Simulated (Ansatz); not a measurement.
Other settings, tried on (Br2Al-mu-H)3 (Al3H3Br6).

```yaml
crystal:
  periodic: [false, false, false]
  atoms:
    - {symbol: Al, position_ang: [-1.393023, 0.731300, 0.913003]}
    - {symbol: Br, position_ang: [-1.345667, 2.979048, 1.056644]}
    - {symbol: Br, position_ang: [-2.939731, -0.591471, 1.873184]}
    - {symbol: H, position_ang: [0.131570, 0.103679, 1.356731]}
    - {symbol: Al, position_ang: [1.690897, -0.022303, 0.673220]}
    - {symbol: Br, position_ang: [2.592308, -1.920732, 1.477476]}
    - {symbol: Br, position_ang: [2.680223, 2.001620, 0.700990]}
    - {symbol: H, position_ang: [1.200100, -0.249892, -0.947477]}
    - {symbol: Al, position_ang: [-0.294772, -0.688829, -1.637289]}
    - {symbol: Br, position_ang: [-0.773841, -2.779964, -0.944568]}
    - {symbol: Br, position_ang: [-0.267895, 0.047606, -3.763314]}
    - {symbol: H, position_ang: [-1.280151, 0.389938, -0.758599]}
basis:
  gaussian: {orbitals: def2-mTZVP, fitting: {mean_field: cc-pVTZ-jkfit}}
hamiltonian: {xc: {name: BLYP}}
output: {forces: true}
```

```sh
$ ansatz run in.yaml --threads 4 --pin off --events-out ev --progress --plain --max-ram 6963MiB
```

Output, abridged:

```
Functional definition: BLYP
1695 factors; integrals over basis functions are off by at most 2.3e-1 eV
mean field evaluation 1: about -440130.7132 eV, gradient 3.2e1 eV
mean field evaluation 2: about -440131.4655 eV, gradient 2.3e1 eV
mean field evaluation 4: about -440132.8953 eV, gradient 2.1e0 eV
mean field evaluation 8: about -440132.9109 eV, gradient 5.3e-2 eV
mean field -440132.91090041 eV, -16174.5861427879 hartree, gradient 5.3e-5 eV, S^2 0.000000; 0 other end points of the search recorded, 0 dependent functions left out
reference -440132.91139940 eV, -16174.5861611256 hartree; 126, 126 occupied and 165, 165 virtual orbitals, 1695 factors
Total energy: -440132.91139940 eV, -16174.5861611256 hartree
Atom 0 at    -1.393023     0.731300     0.913003 Å, force    -0.029919     0.018118     0.008774 eV/Å
Atom 1 at    -1.345667     2.979048     1.056644 Å, force    -0.062291     0.273797     0.041060 eV/Å
Atom 2 at    -2.939731    -0.591471     1.873184 Å, force    -0.215641    -0.111538     0.143475 eV/Å
Atom 3 at     0.131570     0.103679     1.356731 Å, force     0.007331     0.079701    -0.155852 eV/Å
Atom 4 at     1.690897    -0.022303     0.673220 Å, force     0.036570    -0.003703     0.002999 eV/Å
Atom 5 at     2.592308    -1.920732     1.477476 Å, force     0.155636    -0.202959     0.114744 eV/Å
Atom 6 at     2.680223     2.001620     0.700990 Å, force     0.187913     0.214691     0.020671 eV/Å
Atom 7 at     1.200100    -0.249892    -0.947477 Å, force    -0.138416    -0.034234     0.126800 eV/Å
Atom 8 at    -0.294772    -0.688829    -1.637289 Å, force     0.017743     0.086518    -0.097809 eV/Å
Atom 9 at    -0.773841    -2.779964    -0.944568 Å, force    -0.070711    -0.283391    -0.039165 eV/Å
Atom 10 at    -0.267895     0.047606    -3.763314 Å, force    -0.003548     0.072294    -0.274315 eV/Å
Atom 11 at    -1.280151     0.389938    -0.758599 Å, force     0.115332    -0.109293     0.108620 eV/Å
Dipole moment:    -0.001683     0.004207    -0.072547 e Å
```

Run time 7.5 s (4 threads of Arm Neoverse V2 on a shared host).
